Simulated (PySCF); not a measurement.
# First-order multiplets

Atoms are numbered as in `[CH3:1][c:2]1[cH:3][cH:4][cH:5][c:6]([CH3:7])[cH:8]1`. Hydrogens are named by the atom that carries them.

PySCF calculation with geometry: PBE0-D3(BJ)/def2-SVP, PBE0/pcSseg-1 with gauge-including orbitals and J: B3LYP/pcJ-1 (without the spin–dipole term); averaged over atoms made equivalent by symmetry, fast rotation or ring inversion, no solvent model, one conformer, non-relativistic Hamiltonian.

Shifts are taken against calculated references (same method and geometry level): ¹H (σref 31.27) and ¹³C (σref 184.41) vs TMS.

Spectrometer: 600 MHz for ¹H. First-order analysis; couplings under 1 Hz (under 4 Hz in carbon signals) are ignored, and nearly equal couplings are merged; the smaller ones broaden or split the lines further.

(1) What pattern does H(C4) show (¹H)?

(2) What pattern does H(C3)/H(C5) show (¹H)?

(3) What pattern does H(C8) show (¹H)?

(4) What pattern does C1/C7 show in the proton-coupled ¹³C spectrum?

Results:

(1) A triplet at δ 7.28: 8.4 Hz to H(C3)/H(C5) (2 × ¹H, 3 bonds away). Lines in Hz from the centre (relative intensity): +8.4 (1), +0.0 (2), -8.4 (1). The outer lines are 16.8 Hz apart, the sum of the couplings kept, or 0.028 ppm at this field.

(2) A doublet of doublets at δ 7.08: 8.4 Hz to H(C4) (1 × ¹H, 3 bonds away), 1.6 Hz to H(C8) (1 × ¹H, 4 bonds away). Lines in Hz from the centre (relative intensity): +5.0 (1), +3.4 (1), -3.4 (1), -5.0 (1). The outer lines are 10.0 Hz apart, the sum of the couplings kept, or 0.017 ppm at this field.

(3) A triplet at δ 7.12: 1.6 Hz to H(C3)/H(C5) (2 × ¹H, 4 bonds away). Lines in Hz from the centre (relative intensity): +1.6 (1), +0.0 (2), -1.6 (1). The outer lines are 3.2 Hz apart, the sum of the couplings kept, or 0.005 ppm at this field.

(4) A quartet of triplets at δ 23.3: 132.7 Hz to H(C1)/H(C7) (3 × ¹H, 1 bond away), 5.3 Hz to H(C8) and H(C3)/H(C5) (2 × ¹H, 3 bonds away). Lines in Hz from the centre (relative intensity): +204.3 (1), +199.1 (2), +193.8 (1), +71.7 (3), +66.3 (6), +61.0 (3), -61.0 (3), -66.3 (6), -71.7 (3), -193.8 (1), -199.1 (2), -204.3 (1). The outer lines are 408.7 Hz apart, the sum of the couplings kept, or 2.709 ppm at this field.

Unscaled 3J(H,H) at this level run about 10 % above measured values.
